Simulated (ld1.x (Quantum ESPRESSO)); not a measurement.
cobalt (Co) PAW: all-electron and pseudo phase curves

* Element: Co (Z = 27)
* Generator: ld1.x (Quantum ESPRESSO) 7.5
* Type: PAW
* Functional: PBE
* Relativity: scalar-relativistic
* Frozen core: [Ar]
* Valence charge: 9
* Reference configuration: 3d7 4s2 4p0
* Partial waves: 4s (bound): rcut 1.75, rcutus 2.10 bohr; 4s channel at 0.05 Ry: rcut 1.75, rcutus 2.10 bohr; 4p (bound, empty): rcut 1.80, rcutus 2.45 bohr; 4p channel at 2.1 Ry: rcut 1.80, rcutus 2.45 bohr; 3d (bound): rcut 1.60, rcutus 1.70 bohr; 3d channel at -0.25 Ry: rcut 1.60, rcutus 1.70 bohr
* Local potential: all-electron potential smoothed inside 2.25 bohr (lloc = -1)
* Core correction: Bessel-smoothed model core inside 1.15 bohr
* Augmentation charge: PSQ, inside the norm-conserving radii

The phase is arctan(r·u′/u) with u = r·R(r), unwrapped; energies in Ry, scanned from -3 to 5 Ry. A pole is an energy at which the radial function vanishes at the test radius. The pseudo phase is shifted by a multiple of π to meet the all-electron one at the reference energy, and phase errors are pseudo minus all-electron; the curves can meet again beyond the range given. Levels narrower than the energy grid can be missing from the lists of poles.

Problem. For each channel, where are the poles, and over which energies does the pseudopotential scatter like the atom?

Solution.

```
channel  radius (bohr)  reference energy (Ry)  poles, all-electron  poles, pseudo  unbroken range about the reference energy with phases within 0.05 rad  phase error 1 Ry above the reference energy (rad)
      s           2.65                  -0.40                 1.23           1.23                                                              below 3.5                                             -0.000
      p           2.65                  -0.09                 2.22           2.22                                                              below 4.7                                             -0.000
      d           2.65                  -0.60          -0.51, 3.97    -0.51, 4.05                                                        the whole range                                             -0.000
```

Phases in the d channel:

```tsv
E (Ry)	all-electron	pseudo
-3.00	1.359	1.359
-2.76	1.350	1.350
-2.52	1.340	1.340
-2.28	1.328	1.328
-2.04	1.314	1.314
-1.80	1.297	1.297
-1.56	1.274	1.274
-1.32	1.242	1.242
-1.08	1.184	1.184
-0.84	1.017	1.017
-0.60	-1.167	-1.167
-0.36	-1.738	-1.738
-0.12	-1.845	-1.845
0.12	-1.916	-1.916
0.36	-1.989	-1.989
0.60	-2.081	-2.081
0.84	-2.214	-2.214
1.08	-2.429	-2.427
1.32	-2.796	-2.793
1.56	-3.339	-3.332
1.80	-3.839	-3.831
2.04	-4.149	-4.143
2.28	-4.330	-4.325
2.52	-4.444	-4.438
2.76	-4.521	-4.515
3.00	-4.577	-4.571
3.24	-4.620	-4.614
3.48	-4.655	-4.649
3.72	-4.685	-4.678
3.96	-4.711	-4.704
4.20	-4.736	-4.727
4.44	-4.758	-4.748
4.68	-4.781	-4.769
4.92	-4.804	-4.789
```
